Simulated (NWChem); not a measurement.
Species: CaClF; SMILES [F][Ca][Cl]

Results from NWChem. Coordinates come from a PBE0/def2-SVP optimisation. Level: PBE0/Sadlej pVTZ; rows give the wavelength of the field.

```json
[
 {"field": "static", "isotropic polarisability (bohr³)": "37.6", "anisotropy (bohr³)": "9.1"},
 {"field": "1065 nm", "isotropic polarisability (bohr³)": "___", "anisotropy (bohr³)": "9.1"},
 {"field": "589 nm", "isotropic polarisability (bohr³)": "39.3", "anisotropy (bohr³)": "9.1"}
]
```

Problem. Some entries are withheld; supply them.

Solution. 
- 1065 nm, isotropic polarisability (bohr³): 38.1
